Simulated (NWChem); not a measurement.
All runs are NWChem calculations. System: ClSi, charge 1, spin multiplicity 3, at the geometry of a parent with another charge or spin, in a state set for the comparison that need not be this species' ground state. Its SCF solution wasn't tested for a lower state. Level: UHF/def2-TZVP.

Output (cleaned and shortened):

```
             Northwest Computational Chemistry Package (NWChem) 7.3.0
             --------------------------------------------------------

                                NWChem Input Module
                                -------------------

 Scaling coordinates for geometry "geometry" by  1.889725989
 (inverse scale =  0.529177249)

 Turning off AUTOSYM since
 SYMMETRY directive was detected!

                             Geometry "geometry" -> ""
                             -------------------------

 Output coordinates in angstroms (scale by  1.889725989 to convert to a.u.)

  No.       Tag          Charge          X              Y              Z
 ---- ---------------- ---------- -------------- -------------- --------------
    1 Si                  14.0000     0.00000000     0.00000000     1.09341700
    2 Cl                  17.0000     0.00000000     0.00000000    -0.90046100

 Effective nuclear repulsion energy (a.u.)      63.1654420491

            Nuclear Dipole moment (a.u.)
            ----------------------------
        X                 Y               Z
 ---------------- ---------------- ----------------
     0.0000000000     0.0000000000     0.0000018897

      Symmetry information
      --------------------

 Group name             C2v
 Group number             16
 Group order               4
 No. of unique centers     2

      Symmetry unique atoms

     1    2


 Summary of "ao basis" -> "" (spherical)
 ------------------------------------------------------------------------------
       Tag                 Description            Shells   Functions and Types
 ---------------- ------------------------------  ------  ---------------------
 *                         def2-tzvp                  on all atoms

 Summary of "ao basis" -> "ao basis" (spherical)
 ------------------------------------------------------------------------------
       Tag                 Description            Shells   Functions and Types
 ---------------- ------------------------------  ------  ---------------------
 Si                        def2-tzvp                13       37   5s5p2d1f
 Cl                        def2-tzvp                13       37   5s5p2d1f

                                 NWChem SCF Module
                                 -----------------

  ao basis        = "ao basis"
  functions       =    74
  atoms           =     2
  alpha electrons =    16
  beta  electrons =    14
  charge          =   1.00
  wavefunction    = UHF
  use symmetry    = T
  symmetry adapt  = T

 Summary of "ao basis" -> "ao basis" (spherical)
 ------------------------------------------------------------------------------
       Tag                 Description            Shells   Functions and Types
 ---------------- ------------------------------  ------  ---------------------
 Si                        def2-tzvp                13       37   5s5p2d1f
 Cl                        def2-tzvp                13       37   5s5p2d1f

      Symmetry analysis of basis
      --------------------------

        a1         32
        a2          6
        b1         18
        b2         18

 Forming initial guess at       0.1s

   Symmetry analysis of molecular orbitals - initial alpha
   -------------------------------------------------------

  Numbering of irreducible representations:

     1 a1          2 a2          3 b1          4 b2

  Orbital symmetries:

     1 a1          2 a1          3 a1          4 b2          5 a1
     6 b1          7 a1          8 b1          9 b2         10 a1
    11 a1         12 a1         13 b2         14 b1         15 a1
    16 b2         17 b1         18 a1         19 a1         20 b2
    21 b1         22 a2         23 a1         24 a1         25 b2
    26 b1

   Symmetry analysis of molecular orbitals - initial beta
   ------------------------------------------------------

  Numbering of irreducible representations:

     1 a1          2 a2          3 b1          4 b2

  Orbital symmetries:

     1 a1          2 a1          3 a1          4 a1          5 b2
     6 b1          7 a1          8 b1          9 a1         10 b2
    11 a1         12 a1         13 b1         14 a1         15 b2
    16 b1         17 b2         18 a1         19 a1         20 b1
[...]
   Bfn.  Coefficient  Atom+Function         Bfn.  Coefficient  Atom+Function
  ----- ------------  ---------------      ----- ------------  ---------------
    16      0.650343  1 Si py                19      0.326542  1 Si py
    53     -0.183667  2 Cl py                 7     -0.173059  1 Si py
    13      0.173225  1 Si py                56     -0.158857  2 Cl py

 Vector   17  Occ=0.000000D+00  E=-2.084105D-01  Symmetry=b1
              MO Center= -5.5D-15, -1.6D-13,  9.5D-01, r^2= 3.1D+00
   Bfn.  Coefficient  Atom+Function         Bfn.  Coefficient  Atom+Function
  ----- ------------  ---------------      ----- ------------  ---------------
    18      0.572803  1 Si px                15      0.478132  1 Si px
    55     -0.220078  2 Cl px                52     -0.151189  2 Cl px

 Vector   18  Occ=0.000000D+00  E=-9.728152D-02  Symmetry=a1
              MO Center=  1.6D-16,  2.0D-16,  1.0D+00, r^2= 5.0D+00
   Bfn.  Coefficient  Atom+Function         Bfn.  Coefficient  Atom+Function
  ----- ------------  ---------------      ----- ------------  ---------------
    20      1.059106  1 Si pz                42      0.873524  2 Cl s
     5     -0.699032  1 Si s                 57      0.513250  2 Cl pz
    17      0.446947  1 Si pz                54      0.182140  2 Cl pz
    41      0.166318  2 Cl s

 Vector   19  Occ=0.000000D+00  E= 2.430704D-02  Symmetry=a1
              MO Center= -1.0D-14,  1.3D-15, -1.2D-01, r^2= 3.5D+00
   Bfn.  Coefficient  Atom+Function         Bfn.  Coefficient  Atom+Function
  ----- ------------  ---------------      ----- ------------  ---------------
     5      1.770425  1 Si s                  4     -1.322703  1 Si s
    42     -1.042271  2 Cl s                 20     -0.909452  1 Si pz
    65     -0.416654  2 Cl d  0              28      0.388037  1 Si d  0
     3      0.279118  1 Si s                 14      0.189803  1 Si pz
    17      0.162149  1 Si pz                57     -0.158072  2 Cl pz

                     UHF Final Beta Molecular Orbital Analysis
                     -----------------------------------------

 Vector   12  Occ=1.000000D+00  E=-9.253186D-01  Symmetry=a1
              MO Center= -1.9D-15,  8.6D-16, -6.2D-01, r^2= 1.5D+00
   Bfn.  Coefficient  Atom+Function         Bfn.  Coefficient  Atom+Function
  ----- ------------  ---------------      ----- ------------  ---------------
    54      0.476103  2 Cl pz                 4      0.369069  1 Si s
    41     -0.217306  2 Cl s                 51      0.214572  2 Cl pz
     3     -0.212457  1 Si s                 57      0.174461  2 Cl pz
    42     -0.172957  2 Cl s                 45     -0.172331  2 Cl pz

 Vector   13  Occ=1.000000D+00  E=-8.159739D-01  Symmetry=b1
              MO Center= -5.1D-16, -4.1D-16, -7.9D-01, r^2= 1.1D+00
   Bfn.  Coefficient  Atom+Function         Bfn.  Coefficient  Atom+Function
  ----- ------------  ---------------      ----- ------------  ---------------
    52      0.581886  2 Cl px                55      0.269342  2 Cl px
    49      0.257017  2 Cl px                43     -0.203672  2 Cl px

 Vector   14  Occ=1.000000D+00  E=-6.475954D-01  Symmetry=a1
              MO Center=  2.6D-15,  4.0D-15,  1.2D+00, r^2= 2.1D+00
   Bfn.  Coefficient  Atom+Function         Bfn.  Coefficient  Atom+Function
  ----- ------------  ---------------      ----- ------------  ---------------
     4      0.637875  1 Si s                  5      0.445247  1 Si s
     3     -0.350107  1 Si s                 54     -0.260781  2 Cl pz
    17      0.223816  1 Si pz

 Vector   15  Occ=0.000000D+00  E=-3.563873D-01  Symmetry=b2
              MO Center= -1.8D-16, -7.0D-15, -6.9D-01, r^2= 1.6D+00
   Bfn.  Coefficient  Atom+Function         Bfn.  Coefficient  Atom+Function
  ----- ------------  ---------------      ----- ------------  ---------------
    53      0.451192  2 Cl py                56      0.399604  2 Cl py
    50      0.205517  2 Cl py                44     -0.171247  2 Cl py

 Vector   16  Occ=0.000000D+00  E=-1.953941D-01  Symmetry=b1
              MO Center=  2.0D-14, -1.2D-15,  9.9D-01, r^2= 3.1D+00
   Bfn.  Coefficient  Atom+Function         Bfn.  Coefficient  Atom+Function
  ----- ------------  ---------------      ----- ------------  ---------------
    18      0.596074  1 Si px                15      0.455012  1 Si px
    55     -0.223734  2 Cl px

 Vector   17  Occ=0.000000D+00  E=-1.349546D-01  Symmetry=b2
              MO Center=  1.9D-16, -2.8D-14,  9.4D-01, r^2= 3.7D+00
   Bfn.  Coefficient  Atom+Function         Bfn.  Coefficient  Atom+Function
  ----- ------------  ---------------      ----- ------------  ---------------
    19      0.703502  1 Si py                16      0.350067  1 Si py
    56     -0.338040  2 Cl py                53     -0.173868  2 Cl py

 center of mass
 --------------
 x =   0.00000000 y =   0.00000000 z =  -0.02694833

 moments of inertia (a.u.)
 ------------------
         220.652890698659           0.000000000000           0.000000000000
           0.000000000000         220.652890698659           0.000000000000
           0.000000000000           0.000000000000           0.000000000000

  Mulliken analysis of the total density
  --------------------------------------

    Atom       Charge   Shell Charges
 -----------   ------   -------------------------------------------------------
    1 Si  14    13.47   2.00  0.60  1.37  1.25  0.68  4.10  1.74  0.39  0.93  0.26  0.06  0.07  0.02
    2 Cl  17    16.53   2.01  0.45  1.51  1.18  0.81  4.18  1.69  1.04  2.73  0.85  0.02  0.05  0.00

  Mulliken analysis of the alpha density
  --------------------------------------

    Atom       Charge   Shell Charges
 -----------   ------   -------------------------------------------------------
    1 Si  14     7.22   1.00  0.30  0.68  0.64  0.34  2.06  0.86  0.25  0.75  0.24  0.04  0.04  0.01
    2 Cl  17     8.78   1.01  0.22  0.76  0.60  0.41  2.11  0.83  0.62  1.68  0.50  0.01  0.04  0.00

   Mulliken analysis of the beta density
   -------------------------------------

    Atom       Charge   Shell Charges
 -----------   ------   -------------------------------------------------------
    1 Si  14     6.25   1.00  0.30  0.69  0.61  0.34  2.04  0.88  0.14  0.18  0.02  0.03  0.02  0.01
    2 Cl  17     7.75   1.01  0.22  0.76  0.58  0.41  2.07  0.86  0.42  1.05  0.36  0.01  0.01  0.00

   Mulliken analysis of the spin density
   -------------------------------------

    Atom       Charge   Shell Charges
 -----------   ------   -------------------------------------------------------
    1 Si  14     0.97   0.00  0.00 -0.00  0.03 -0.00  0.03 -0.02  0.10  0.58  0.23  0.01  0.02  0.00
    2 Cl  17     1.03   0.00  0.00 -0.00  0.02  0.00  0.04 -0.03  0.20  0.63  0.14  0.01  0.02  0.00

       Multipole analysis of the density wrt the origin
       ------------------------------------------------

     L   x y z        total         alpha         beta         nuclear
     -   - - -        -----         -----         ----         -------
     0   0 0 0      1.000000    -16.000000    -14.000000     31.000000

     1   1 0 0      0.000000      0.000000      0.000000      0.000000
     1   0 1 0     -0.000000      0.000000     -0.000000      0.000000
     1   0 0 1     -0.139840     -0.001344     -0.138498      0.000002

     2   2 0 0    -15.131271     -8.435995     -6.695276      0.000000
     2   1 1 0     -0.000000     -0.000000     -0.000000      0.000000
     2   1 0 1     -0.000000     -0.000000     -0.000000      0.000000
     2   0 2 0    -16.620000    -11.947571     -4.672429      0.000000
     2   0 1 1     -0.000000     -0.000000      0.000000      0.000000
     2   0 0 2    -12.481316    -64.114861    -57.362339    108.995884

 Task  times  cpu:        1.2s     wall:        1.2s

 Total times  cpu:        1.2s     wall:        1.2s
```

**Question.** Write an NWChem input that would produce this output.

**Answer.** Several could match; the one computed here: 
```
start mol
memory heap 200 mb stack 900 mb global 1100 mb
charge 1
geometry units angstroms nocenter noautoz
  Si     0.000000     0.000000     1.093417
  Cl     0.000000     0.000000    -0.900461
  symmetry group C2v
end
basis spherical
  * library def2-tzvp
end
scf
  uhf
  nopen 2
  maxiter 100
  thresh 1e-7
  semidirect memsize 60000000 filesize 0
  # guess.movecs holds the orbitals of an unrestricted PBE0 run
  vectors input guess.movecs output mol.movecs
end
task scf energy
```
